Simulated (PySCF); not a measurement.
Run record: geometry optimisation, `C=[C]([GeH3])CF`.

Method: PBE0-D3(BJ)/def2-SVP geometry optimisation, gas phase (PySCF 2.14.0). Start geometry: GFN2-xTB. The command runs a driver script over a list of jobs; the input below is this job's line of settings and its coordinates in Å.

Command:
```bash
OMP_NUM_THREADS=1 python probes_run.py task.json out
```

Input:
```
{"job": {"xc": "PBE0", "basis": "def2-SVP", "d3": "d3bj", "grid": 1, "shake": 0.01, "kind": "geom"}, "charge": 0, "multiplicity": 1}
C     -0.360860     1.529210    -0.545020
C     -0.202520     0.308340    -0.133260
Ge     1.527390    -0.465220     0.299840
C     -1.300990    -0.636210     0.062230
F     -0.823970    -1.863040     0.461570
H      0.450330     2.228130    -0.679530
H     -1.349050     1.952180    -0.778590
H      1.837420    -1.652600    -0.543430
H      1.581800    -0.866710     1.760680
H      2.595950     0.570890     0.073260
H     -2.027160    -0.310690     0.863090
H     -1.888650    -0.822530    -0.849850
```

Output:
```
step   0  E = -2294.40674311  max force = 0.044375
step   1  E = -2294.41258217  max force = 0.008350
step   2  E = -2294.41284809  max force = 0.001580
step   3  E = -2294.41288162  max force = 0.000812
step   4  E = -2294.41289593  max force = 0.000500
step   5  E = -2294.41291341  max force = 0.000704
step   6  E = -2294.41294607  max force = 0.001817
step   7  E = -2294.41302328  max force = 0.003686
step   8  E = -2294.41313513  max force = 0.003041
step   9  E = -2294.41336289  max force = 0.001304
step  10  E = -2294.41338584  max force = 0.000605
step  11  E = -2294.41339428  max force = 0.000455
step  12  E = -2294.41340048  max force = 0.000295
optimisation converged
```

Energies in Eh; «max force» is the largest Cartesian gradient component in Eh/bohr.

**Question.** Give the first gradient maximum in eV/Å.

**Answer.** With 1 Eh/bohr = 51.422 eV/Å, 2.282 eV/Å.

**Question.** How much energy does the optimisation release, in eV?

**Answer.** E(step 0) − E(last step) = 0.006657 Eh, which is 0.181 eV.

Summary of the converged run: final energy -2294.41340 Eh after 12 steps; dipole 1.83 D.

**Question.** How long does this job take on Arm Neoverse V2, one thread, no GPU (shared host)? And the peak memory of the process?

**Answer.** About 64 s, with 0.51 GiB resident at the peak, the Python interpreter and its libraries included.
Labels such as C1 count atoms from 1, the log's own numbers from 0.
